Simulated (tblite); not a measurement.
Compound: C6H12BNO.
Atom-mapped SMILES: `[CH3:1][C:2]#[C:3][CH2:4][B:5]([NH2:6])[O:7][CH2:8][CH3:9]` (hydrogens: H10, H11, H12 on C1; H13, H14 on C4; H15, H16 on N6; H17, H18 on C8; H19, H20, H21 on C9)

Computed with GFN2-xTB (tblite), gas phase: L-BFGS steps from a force-field or distance-geometry start until the largest atomic force falls under 0.01 eV/Å.

Step 72: E = -739.7977 eV
```
atom  x, y, z in Å  |  force x, y, z in eV/Å
C1      3.9934    0.8301   -1.2639    0.010  -0.003  -0.008
C2      2.9332    0.0580   -0.6450    0.000   0.002   0.004
C3      2.0596   -0.5921   -0.1430    0.001   0.029  -0.001
C4      0.9467   -1.2916    0.4723    0.028  -0.027  -0.010
B5     -0.2730   -0.2543    0.6263    0.039   0.005   0.010
N6     -0.1973    0.7100    1.6447   -0.001   0.031   0.032
O7     -1.2649   -0.3653   -0.2844    0.007   0.018   0.012
C8     -2.4002    0.4556   -0.4030   -0.008   0.014  -0.007
C9     -3.6553   -0.3225   -0.0186    0.023   0.007   0.000
H10     4.0049    0.6532   -2.3394    0.004  -0.008  -0.012
H11     3.8322    1.8944   -1.0874   -0.004  -0.005   0.006
H12     4.9635    0.5505   -0.8528    0.004  -0.018   0.013
H13     1.2732   -1.6904    1.4364   -0.015   0.024  -0.001
H14     0.6650   -2.1361   -0.1579    0.011   0.006  -0.032
H15     0.6130    0.7993    2.2316   -0.049  -0.025  -0.030
H16    -0.8633    1.4481    1.7928   -0.016  -0.007  -0.004
H17    -2.3143    1.3580    0.2153    0.011  -0.014   0.021
H18    -2.4587    0.7732   -1.4511   -0.020  -0.024  -0.032
H19    -3.5833   -0.6352    1.0201   -0.043  -0.014   0.014
H20    -4.5423    0.2918   -0.1507    0.023   0.013   0.011
H21    -3.7410   -1.2082   -0.6426   -0.004  -0.004   0.013
```

Step 73: E = -739.7983 eV
```
atom  x, y, z in Å  |  force x, y, z in eV/Å
C1      3.9979    0.8291   -1.2648    0.005  -0.006   0.002
C2      2.9391    0.0588   -0.6411   -0.012  -0.008   0.004
C3      2.0615   -0.5883   -0.1419    0.002   0.024   0.010
C4      0.9478   -1.2892    0.4711    0.013  -0.017  -0.009
B5     -0.2749   -0.2541    0.6270    0.058   0.017   0.006
N6     -0.2024    0.7099    1.6461    0.023   0.022   0.044
O7     -1.2644   -0.3637   -0.2860    0.001  -0.005  -0.004
C8     -2.4011    0.4545   -0.4048   -0.017   0.016  -0.003
C9     -3.6558   -0.3233   -0.0174    0.023   0.015   0.014
H10     4.0050    0.6481   -2.3398    0.009   0.005  -0.004
H11     3.8374    1.8934   -1.0885   -0.007   0.002  -0.009
H12     4.9696    0.5521   -0.8560    0.004  -0.030   0.013
H13     1.2715   -1.6926    1.4345   -0.007   0.034  -0.005
H14     0.6672   -2.1318   -0.1624    0.009   0.009  -0.033
H15     0.6086    0.7998    2.2326   -0.057  -0.026  -0.032
H16    -0.8689    1.4470    1.7968   -0.020  -0.012  -0.012
H17    -2.3144    1.3574    0.2127    0.003  -0.009   0.018
H18    -2.4624    0.7708   -1.4534   -0.013  -0.027  -0.025
H19    -3.5817   -0.6370    1.0209   -0.037  -0.014   0.014
H20    -4.5416    0.2940   -0.1447    0.020   0.008   0.004
H21    -3.7467   -1.2086   -0.6412    0.001   0.002   0.009
```

Problem. Estimate the geometry and energy of step 74. (The exact step hangs on the optimiser's Hessian estimate; all steps are aligned on step 73, rigid shifts and turns removed.)

Solution. E = -739.7988 eV, largest force 0.055 eV/Å
```
atom  x, y, z in Å  |  force x, y, z in eV/Å
C1      4.0027    0.8282   -1.2658    0.000  -0.007   0.011
C2      2.9454    0.0592   -0.6376   -0.021  -0.014   0.000
C3      2.0635   -0.5843   -0.1411    0.006   0.014   0.019
C4      0.9496   -1.2874    0.4695   -0.007   0.003  -0.007
B5     -0.2756   -0.2538    0.6273    0.048   0.025  -0.008
N6     -0.2074    0.7103    1.6469    0.031   0.005   0.038
O7     -1.2645   -0.3630   -0.2866    0.005  -0.022  -0.021
C8     -2.4022    0.4536   -0.4059   -0.013   0.007   0.006
C9     -3.6566   -0.3235   -0.0158    0.014   0.010   0.015
H10     4.0057    0.6437   -2.3405    0.013   0.016   0.005
H11     3.8419    1.8924   -1.0895   -0.007   0.006  -0.021
H12     4.9761    0.5536   -0.8593    0.001  -0.038   0.011
H13     1.2702   -1.6936    1.4327    0.003   0.036  -0.009
H14     0.6701   -2.1280   -0.1673    0.009   0.013  -0.028
H15     0.6020    0.7978    2.2354   -0.047  -0.015  -0.020
H16    -0.8746    1.4468    1.7976   -0.016  -0.019  -0.013
H17    -2.3141    1.3563    0.2114   -0.006   0.000   0.010
H18    -2.4657    0.7684   -1.4553   -0.007  -0.028  -0.010
H19    -3.5826   -0.6378    1.0224   -0.025  -0.012   0.012
H20    -4.5409    0.2965   -0.1400    0.013   0.005  -0.003
H21    -3.7520   -1.2092   -0.6391    0.007   0.018   0.012
```

The energy changes by -0.0006 eV. The first-order estimate −F·Δx gives -0.0008 eV and the mean of the old and new forces, exact on a quadratic surface, -0.0006 eV. The step makes an angle of 76° with the force vector and moves no atom by more than 0.007 Å.

What follows is the cost of the whole relaxation. Hardware: Arm Neoverse V1, one thread (shared host). Cost: 1.4 s of wall time.
